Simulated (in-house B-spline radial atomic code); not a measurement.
## Solving the quasi-particle equation for 1s up of F IX (F8+)

Configuration 1s1, highest spin, start Hartree-Fock, empty levels kept to 270 hartree. Computed with an all-electron radial atomic-structure program (B-spline basis): all electrons, non-relativistic, point nucleus, each spin shell either full or empty, empty states to l = 9 with an (l + 1/2)⁻⁴ tail; G0W0 by contour deformation at full frequency.

Relativity, left out, deepens the 1s level by about Z⁴α²/8 hartree.

With one electron the exact correlation energy is zero, so what RPA and GW give is self-correlation.

At the mean-field level ε = -1102.061 eV the matrix elements are Σx = -153.064 eV, v_xc = -153.064 eV and Σc(ε) = 0.311 eV, and the slope of the correlation self-energy is dΣc/dω = -0.0014. The quasi-particle energy solves E = ε + Σx − v_xc + Σc(E).

**Question.** What does the linearised equation give?

**Answer.** Z = 1/(1 − dΣc/dω) = 1/1.0014 = 0.9986. The first-order shift is Σx − v_xc + Σc(ε) = -153.064 − (-153.064) + (0.311) = 0.311 eV, so E ≈ ε + Z × shift = -1102.061 + 0.9986 × (0.311) = -1101.750 eV.

**Question.** How does that compare with the full solution and with static screening?

**Answer.** Solving the equation at full frequency dependence gives E = -1101.751 eV, where Σc = 0.310 eV and the weight is 0.999; the linearised value is off by 1 meV. Leaving Z out would give -1101.750 eV. Static COHSEX puts -0.958 eV in place of Σc and gives -1103.019 eV, 1.27 eV deeper.
